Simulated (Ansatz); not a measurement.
`CN[SiH2][AlH2]` and `CN[SiH2]C=O` differ in one atom or group.

Ansatz, PBE0-D4/def2-TZVP geometries, multiplicity 1. Each molecule was computed in one conformer, which needn't be the lowest.

```tsv
property	`CN[SiH2][AlH2]`
LUMO energy (PBE0/def2-TZVPP) / eV	-1.93
HOMO–LUMO gap (B3LYP/def2-TZVPP) / eV	3.93
HOMO–LUMO gap (ωB97M-V/def2-TZVPP) / eV	8.03
HOMO energy (PBE/def2-TZVPP) / eV	-5.06
HOMO energy (ωB97M-V/def2-TZVPP) / eV	-8.34
HOMO–LUMO gap (PBE/def2-TZVPP) / eV	2.37
```

(1) What does the change do to each property? (Estimate.)

## Answers

(1) The calculation gave: 
| property | `CN[SiH2]C=O` | shift |
| --- | --- | --- |
| LUMO energy (PBE0/def2-TZVPP) / eV | -1.34 | 0.59 |
| HOMO–LUMO gap (B3LYP/def2-TZVPP) / eV | 4.72 | 0.79 |
| HOMO–LUMO gap (ωB97M-V/def2-TZVPP) / eV | 9.75 | 1.72 |
| HOMO energy (PBE/def2-TZVPP) / eV | -5.10 | -0.04 |
| HOMO energy (ωB97M-V/def2-TZVPP) / eV | -8.80 | -0.46 |
| HOMO–LUMO gap (PBE/def2-TZVPP) / eV | 2.60 | 0.23 |

With PBE0 the HOMO falls by 0.26 eV and the LUMO rises by 0.59 eV, so the gap widens by about 0.85 eV. PBE moves the HOMO by -0.04 eV and ωB97M-V by -0.46 eV.

B3LYP here is the variant with VWN-RPA as its local correlation; programs differ in this.
